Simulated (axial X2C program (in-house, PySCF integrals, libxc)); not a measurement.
**Worked dissociation energy of ZnC⁺: CCSD, with spin–orbit coupling**

All values were computed with an axial X2C code built on PySCF integrals. Two-component (2c) means X2C with spin–orbit coupling and atomic mean-field two-electron Coulomb and Gaunt terms. Basis: Zn dyall-cv3z [9s10p6d3f2g], C dyall-v3z [7s6p2d1f] (cores contracted in-house); Gaussian nuclei, density fitting, unrestricted open shells. Masses: Zn 63.929 u, C 12.000 u.

Molecular state: Ω = 1/2 (⟨Sz⟩ = -0.50, ⟨Lz⟩ = 1.00 at HF).

Correlated methods: 15 electrons correlated (number of frozen shells: Zn 3 s, 2 p; C 1 s), 225 virtual spin orbitals or spinors in MP2, 90 natural virtuals in coupled cluster.

```
E(Zn+) (2M_J = 1) : -1793.924199 hartree
E(C) (2M_J = 2)   : -37.795820 hartree
E(ZnC⁺) at Re     : -1831.767014 hartree
ωe                : 385.9 cm⁻¹
ωexe              : 3.63 cm⁻¹
```

**Question.** Work out De and D0.

**Answer.** De = -1793.924199 + (-37.795820) − (-1831.767014) = 0.04699 hartree = 1.279 eV. The zero-point energy is ωe/2 − ωexe/4 = 192 cm⁻¹ = 0.024 eV, so D0 = 1.255 eV.

One determinant describes the state; a PBE0 search over occupations chose it and may have missed a lower one. Dissociation energies refer to the lowest single-determinant-based atoms at the same level and basis. CCSD ran in a truncated set of natural virtual spinors with an MP2 remainder; without triples it tends to underbind. The 2c atoms are single determinants rather than J levels; their spin–orbit lowering is only partly caught, and De is too large by that part. This holds for CCSD. The determinant is spin-polarised beyond a pure state at some levels (its spin-free form has ⟨S²⟩ too high), which makes Re and μ there less reliable.

Each atomic determinant is the lowest at this level and need not be a pure J level. Totals compare only within one Hamiltonian and basis.
